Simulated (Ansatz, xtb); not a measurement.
ClFHSi3: where a starting geometry ends

The starting geometry of this gas-phase doublet has its atoms placed at random.

```xyz
6

Cl   -0.5093    1.5263    0.9192
F    -1.1963    0.7797   -1.2307
Si    0.5669    1.9091   -0.5780
Si    1.2575   -1.5443   -0.7760
Si   -0.1072   -1.3179    1.7636
H    -0.3594   -0.6392    0.5179
```

Question: One run relaxed it with r2SCAN-D4/def2-SVP. What is a likely outcome?

Answer: It ends as a structure with H6 bridging Si5 and Si4, given below by its coordinates. Distances that change by over a tenth: Si5–H6 (1.44 → 1.69 Å). Contacts that close: F2–Si3 (2.19 → 1.62 Å), Si3–Si4 (3.53 → 2.33 Å), Si3–Si5 (4.04 → 2.33 Å), Si4–Si5 (2.89 → 2.35 Å), Si4–H6 (2.26 → 1.69 Å).

The energy falls by 6.90 eV over 20 steps:

```json
{"step": "1", "E − E(last) (eV)": "6.899"}
{"step": "3", "E − E(last) (eV)": "2.564"}
{"step": "5", "E − E(last) (eV)": "1.498"}
{"step": "7", "E − E(last) (eV)": "0.978"}
{"step": "9", "E − E(last) (eV)": "0.799"}
{"step": "12", "E − E(last) (eV)": "0.535"}
{"step": "14", "E − E(last) (eV)": "0.089"}
{"step": "16", "E − E(last) (eV)": "0.007"}
{"step": "18", "E − E(last) (eV)": "0.000"}
{"step": "20", "E − E(last) (eV)": "0.000"}
```

Final geometry (Å):

```xyz
6

Cl    0.3027    2.4981    0.9533
F    -1.2671    1.2202   -1.1928
Si   -0.2456    0.7717   -0.0159
Si    1.3780   -0.8935   -0.1763
Si   -0.4308   -1.1465    1.2965
H    -0.0849   -1.7364   -0.2489
```

From the same start GFN2-xTB ends elsewhere, differing in Cl1–Si3 (3.41 against 2.05 Å here), Cl1–Si4 (2.16 against 3.73 Å here), Si3–Si5 (4.33 against 2.33 Å here), Si4–H6 (2.92 against 1.69 Å here).

From so rough a start the end depends on the optimiser's path, so another program may land elsewhere. No frequencies were run, so the end isn't proven a minimum. Open shells are spin-unrestricted. Run with Ansatz 0.2.0, 110 s on 2 threads of Intel(R) Xeon(R) 6975P-C (Granite Rapids), on a shared host.
